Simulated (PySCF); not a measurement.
# Radial density of Pb⁺ (lead, charge +1)

UHF, [Xe] 4f14 5d10 6s2 7s1, 2S determinant (an excited configuration). Computed with PySCF 2.14 in aug-cc-pVQZ-PP with ECP60MDF, with scalar relativity through the core potential. This is the valence pseudo-density: the core potential removes the inner electrons and smooths the orbitals near the nucleus.

| r (bohr) | 4πr²ρ (e/bohr) | 4πr²(ρα − ρβ) |
| --- | --- | --- |
| 0.0132 | 1.366e-05 | 0.0000 |
| 0.0223 | 2.731e-05 | 0.0000 |
| 0.0375 | 4.605e-05 | 0.0000 |
| 0.0630 | 8.276e-05 | 0.0000 |
| 0.106 | 0.0003297 | 0.0000 |
| 0.178 | 0.003576 | 0.0000 |
| 0.300 | 0.09556 | 0.0003 |
| 0.504 | 3.547 | 0.0103 |
| 0.848 | 20.20 | 0.0037 |
| 1.43 | 10.42 | 0.0460 |
| 2.40 | 1.834 | 0.0109 |
| 4.04 | 0.2491 | 0.1476 |
| 6.79 | 0.1666 | 0.1664 |
| 11.4 | 0.007595 | 0.0076 |

Energies and moments cover only the electrons outside the core potential. Spin-orbit coupling, which splits the p, d and f shells strongly at this Z, is absent. The outer electron is Rydberg-like, and this basis confines it to a smaller radius and binds it less than a complete one would.
